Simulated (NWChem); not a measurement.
System meant: C₂HCl₃Si; SMILES C#C[Si](Cl)(Cl)Cl

Input file for NWChem:

```
start job
memory heap 200 mb stack 900 mb global 1100 mb
geometry units angstroms noautoz
  C      0.000153    -3.044299     0.151693
  C      0.000068    -1.829867     0.092580
  Si    -0.000003    -0.022355     0.000882
  Cl    -0.327796     0.766213     1.856364
  Cl    -1.476258     0.605113    -1.263803
  Cl     1.803984     0.634466    -0.696700
  H      0.000230    -4.119590     0.203777
end
basis spherical
  * library def2-svp
end
dft
  odft
  mult 2
  xc b3lyp
  iterations 150
  mulliken
end
task dft energy
```

End of the output:

```
 Summary of "ao basis" -> "" (spherical)
 ------------------------------------------------------------------------------
       Tag                 Description            Shells   Functions and Types
 ---------------- ------------------------------  ------  ---------------------
 *                          def2-svp                  on all atoms

                                 NWChem DFT Module
                                 -----------------

 Summary of "ao basis" -> "ao basis" (spherical)
 ------------------------------------------------------------------------------
       Tag                 Description            Shells   Functions and Types
 ---------------- ------------------------------  ------  ---------------------
 C                          def2-svp                 6       14   3s2p1d
 Si                         def2-svp                 8       18   4s3p1d
 Cl                         def2-svp                 8       18   4s3p1d
 H                          def2-svp                 3        5   2s1p

 Summary of "ao basis" -> "ao basis" (spherical)
 ------------------------------------------------------------------------------
       Tag                 Description            Shells   Functions and Types
 ---------------- ------------------------------  ------  ---------------------
 C                          def2-svp                 6       14   3s2p1d
 Si                         def2-svp                 8       18   4s3p1d
 Cl                         def2-svp                 8       18   4s3p1d
 H                          def2-svp                 3        5   2s1p

  number of electrons :                   78
  multiplicity        :                    2
 ------------------------------------------------------------------------
  no. of electrons and multiplicity not compatible                  78
 ------------------------------------------------------------------------
 ------------------------------------------------------------------------
  current input line :
    22: task dft energy
 ------------------------------------------------------------------------
 ------------------------------------------------------------------------
 There is an error in the input file
 ------------------------------------------------------------------------
 For more information see the NWChem manual at https://nwchemgit.github.io

0: no. of electrons and multiplicity not compatible:Received an Error in Communication
```

Q: Can this run be used? If not, why, and what is the fix?

A: The program refused the input. Cause: the multiplicity doesn't fit the number of electrons (an even count wants an odd multiplicity, and the reverse). This input runs:
```
start job
memory heap 200 mb stack 900 mb global 1100 mb
geometry units angstroms noautoz
  C      0.000153    -3.044299     0.151693
  C      0.000068    -1.829867     0.092580
  Si    -0.000003    -0.022355     0.000882
  Cl    -0.327796     0.766213     1.856364
  Cl    -1.476258     0.605113    -1.263803
  Cl     1.803984     0.634466    -0.696700
  H      0.000230    -4.119590     0.203777
end
basis spherical
  C library def2-svp
  Si library def2-svp
  Cl library def2-svp
  H library def2-svp
end
dft
  xc b3lyp
  iterations 150
  mulliken
end
task dft energy
```
It converges to -1746.47179 Ha (B3LYP/def2-SVP).
